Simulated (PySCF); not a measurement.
## How methods differ on the interval between two levels of F⁺

F⁺ [He] 2s2 2p4 [3P2, M_J = 2] → F⁺ [He] 2s2 2p3 3d1 [5D4, M_J = 4], as a difference of total energies. Calculation: PySCF 2.14, in x2c-TZVPall-2c with one added diffuse shell each of s, p, d type (6s4p3d1f, 40 functions); the two-component X2C-1e Hamiltonian. Correlated levels: 1s2 frozen. "Screened" scales the spin-orbit matrix elements by Boettger's factors to mimic the two-electron term; Breit and QED terms are absent.

| method | interval between two levels (cm⁻¹) |
| --- | --- |
| GHF (spin-free) | 256640 |
| GMP2 (spin-free) | 265860 |
| GHF (screened spin-orbit) | 256810 |
| GMP2 (screened spin-orbit) | 266030 |

The labels give the starting determinants; with spin-orbit coupling the two ends relaxed to ⟨J²⟩ = 6.01, ⟨L²⟩ = 2.00, ⟨S²⟩ = 2.00 and ⟨J²⟩ = 20.00, ⟨L²⟩ = 6.00, ⟨S²⟩ = 6.00.

The promoted electron is Rydberg-like, and one or two diffuse shells describe it only roughly, which tends to raise the upper state.
